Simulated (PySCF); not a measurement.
C3H9NSi, SMILES [C@@H]1(CCN1)[SiH3]. Coordinates come from a PBE-D3(BJ)/def2-SVP optimisation. The structure was generated by enumeration; whether it is a known compound was not checked.

These are PBE-D3(BJ)/def2-SVP run with PySCF 2.14.0 values and carry that method's errors.

Harmonic wavenumbers (cm⁻¹): 121, 145, 197, 289, 490, 599, 615, 713, 753, 871, 895, 906, 911, 920, 949, 1013, 1030, 1048, 1098, 1156, 1187, 1211, 1235, 1288, 1327, 1409, 1451, 2141, 2158, 2171, 2880, 2901, 2986, 3010, 3080, 3437. Rotational constants (GHz): 9.198, 2.448, 2.153; symmetry number 1.

Question: Work out the zero-point energy and the ideal-gas rigid-rotor harmonic-oscillator thermochemistry at 298.15 K and 1 atm.

Answer: ZPE = ½ Σ hcν = ½ × 48593 cm⁻¹ = 290.65 kJ/mol. H − E(el) = 310.11 kJ/mol. Entropy in J/(mol K): translation 164.47, rotation 110.03, vibration 54.17, total 328.67. G − E(el) = 212.11 kJ/mol. Cp = 107.75 J/(mol K). Modes under 150 cm⁻¹ make the vibrational entropy uncertain.
